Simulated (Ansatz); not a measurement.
Total energies of C5H11F2Ga (`CC(C)(C)[CH2][Ga]([F])[F]`).

```xyz
19

C     1.6861    0.7019   -0.6339
C     0.3346    0.0817   -0.2793
C     0.4211   -1.4357   -0.4172
C    -0.7347    0.6219   -1.2247
C    -0.0038    0.4578    1.1664
Ga   -1.6951   -0.2472    1.8307
F    -2.2850   -0.0054    3.4601
F    -2.8499   -1.2038    0.9224
H     1.9667    0.4581   -1.6620
H     1.6549    1.7910   -0.5433
H     2.4747    0.3313    0.0267
H    -0.5445   -1.9099   -0.2146
H     1.1626   -1.8522    0.2708
H     0.7147   -1.7166   -1.4318
H    -1.7099    0.1667   -1.0255
H    -0.8331    1.7071   -1.1288
H    -0.4785    0.4023   -2.2643
H     0.7697    0.1057    1.8574
H    -0.0507    1.5452    1.2909
```

Charge 0, multiplicity 1. Correlated methods include outer-core shells of Ga, which these sets cover unevenly. Scalar relativity is left out up to krypton. The geometry is a stationary point of PBE0-D4/def2-TZVP. It is one conformer, not always the lowest. Basis def2-TZVPP, Ansatz 0.2.0.

RPA on PBE orbitals: Hartree–Fock energy of these orbitals -2318.02909 Eh, correlation -2.55696 Eh (frozen core).

| functional | energy without D4 (Eh) | D4 term (kJ/mol) |
| --- | --- | --- |
| LDA (SPW92) | -2315.80245 | – |
| PBE | -2321.20064 | -47.1 |
| revPBE | -2321.68345 | -143.1 |
| BLYP | -2321.89542 | -102.2 |
| r2SCAN | -2321.75360 | -12.4 |
| PBE0 | -2321.27693 | -40.1 |
| B3LYP | -2322.02394 | -75.0 |
| r2SCAN0 | -2321.68505 | -14.4 |
| HSE06 (plane-wave form) | -2321.25583 | -37.4 |
| BHLYP | -2321.73849 | -55.9 |
| CAM-B3LYP | -2321.92559 | -40.7 |
| LC-ωPBE | -2321.49344 | – |
| ωB97X-V | -2321.67406 | – |
| ωB97M-V | -2321.70475 | – |

Give the same for B97M-V, r2SCANh, B2PLYP, PBE-QIDH. (Best estimate.)

Computed: 
```tsv
functional	energy without D4 (Eh)	D4 term (kJ/mol)
B97M-V	-2321.53499	–
r2SCANh	-2321.72517	-13.1
B2PLYP	-2321.30987	–
PBE-QIDH	-2320.90091	–
```

B3LYP takes the VWN-RPA correlation (the form of Gaussian; ORCA's B3LYP/G). HSE06 is the plane-wave form, built on full-range PBE exchange. The double hybrids freeze the cores in their second-order part.

LC-ωPBE has ω = 0.4 bohr⁻¹.
